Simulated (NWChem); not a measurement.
## A calculation on HSi (+1)

```xyz
2

Si     0.0000     0.0000     0.1028
H      0.0000     0.0000    -1.4391
```
Charge +1, spin multiplicity 1.

All runs are NWChem calculations. Structure: optimised with PBE/def2-SVP, a minimum by its harmonic frequencies.

Static limit.

B3LYP has NWChem's definition, with VWN1-RPA local correlation. The structure started from a generated list of species.

Task: Give the polarisability tensor in bohr³ at B3LYP/def2-SVPD, VWN1-RPA local correlation, in the frame of the coordinates, and its isotropic mean.

Result: 
```
19.38   0.00   0.00
 0.00  19.38   0.00
 0.00   0.00  24.07
```
Mean (one third of the trace): 20.94 bohr³.
